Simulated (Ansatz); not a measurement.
Cost and result for the atomization energy of C3H6BCl, SMILES `B/C(C)=C/Cl` (11 atoms, 10 bonds).

```xyz
11

B    -0.2107   -0.4652    1.5417
C    -0.0724   -0.0860    0.0637
C     0.8588    0.9702   -0.4492
C    -0.8683   -0.7892   -0.7581
Cl   -0.9213   -0.5755   -2.4577
H    -0.9827   -1.3226    1.8613
H     0.4428    0.0843    2.3810
H     1.4271    1.4180    0.3653
H     1.5640    0.5572   -1.1762
H     0.3101    1.7645   -0.9639
H    -1.5476   -1.5556   -0.4080
```

Charge 0, multiplicity 1. The geometry is a stationary point of PBE0-D4/def2-TZVP. Program: Ansatz. All runs use 4 threads of an Intel Xeon 6975P-C on a shared host. Times are those of one run each, without the atoms' runs, and a repeat can differ threefold. Electronic energies, without spin–orbit coupling; frozen cores. CCSD(T)/CBS adds CCSD(T) − MP2 in def2-TZVPP to the MP2 limit, and its time is that of the two runs behind it. T1 = 0.011; the RHF reference is unstable towards UHF. B3LYP takes the VWN-RPA correlation (the form of Gaussian; ORCA's B3LYP/G).

CCSD(T)/CBS is a level of theory with its own doubt, some kJ/mol a heavy atom from the limit and from the frozen cores, so smaller differences don't rank the functionals.

```json
{"level": "PBE-D4/def2-TZVPP (with forces)", "functions": "250", "wall time": "1.6 s"}
{"level": "PBE0-D4/def2-TZVPP", "functions": "250", "wall time": "1.9 s"}
{"level": "r2SCAN-D4/def2-TZVPP (with forces)", "functions": "250", "wall time": "2.4 s"}
{"level": "B3LYP-D4/def2-TZVPP (with forces)", "functions": "250", "wall time": "3.1 s"}
{"level": "ωB97X-V/def2-TZVPP", "functions": "250", "wall time": "3.9 s"}
{"level": "B2PLYP/def2-TZVPP", "functions": "250", "wall time": "4.2 s"}
{"level": "ωB97M-V/def2-TZVPP (with forces)", "functions": "250", "wall time": "6 s"}
{"level": "MP2/def2-QZVPP", "functions": "478", "wall time": "17 s"}
{"level": "CCSD(T)/def2-TZVPP", "functions": "250", "wall time": "43 s"}
{"level": "CCSD(T)/CBS(def2)", "functions": "–", "wall time": "60 s"}
```

Q: What atomization energy does each give, and how far from CCSD(T)/CBS? (An estimate is asked.)

A: Computed: 
```
                             level  atomization (kcal/mol)  difference from CCSD(T)/CBS  per bond
   PBE-D4/def2-TZVPP (with forces)                  1046.2                         30.9       3.1
                PBE0-D4/def2-TZVPP                  1030.6                         15.3       1.5
r2SCAN-D4/def2-TZVPP (with forces)                  1026.8                         11.5       1.2
 B3LYP-D4/def2-TZVPP (with forces)                  1021.6                          6.3       0.6
                ωB97X-V/def2-TZVPP                  1019.3                          4.0       0.4
                 B2PLYP/def2-TZVPP                  1010.9                         -4.4      -0.4
  ωB97M-V/def2-TZVPP (with forces)                  1023.0                          7.7       0.8
                    MP2/def2-QZVPP                  1025.0                          9.7       1.0
                CCSD(T)/def2-TZVPP                   992.9                        -22.4      -2.2
                 CCSD(T)/CBS(def2)                  1015.3                          0.0       0.0
```

In def2-TZVPP, CCSD(T) changes the Hartree–Fock value by +223.7 kcal/mol (the triples alone add +15.6 kcal/mol) and MP2 by +242.8 kcal/mol; breaking electron pairs costs correlation energy, which Hartree–Fock lacks. The D4 term adds +8.7 kcal/mol with B3LYP and +4.6 kcal/mol with PBE0; it sums over pairs of atoms, weighted by their polarisabilities, and B3LYP, whose exchange is more repulsive, gets the larger term. From PBE to PBE0 (25 % exact exchange), in def2-TZVPP and without D4, the atomization energy moves by −14.8 kcal/mol: exact exchange takes away binding that semilocal exchange gives to molecules.
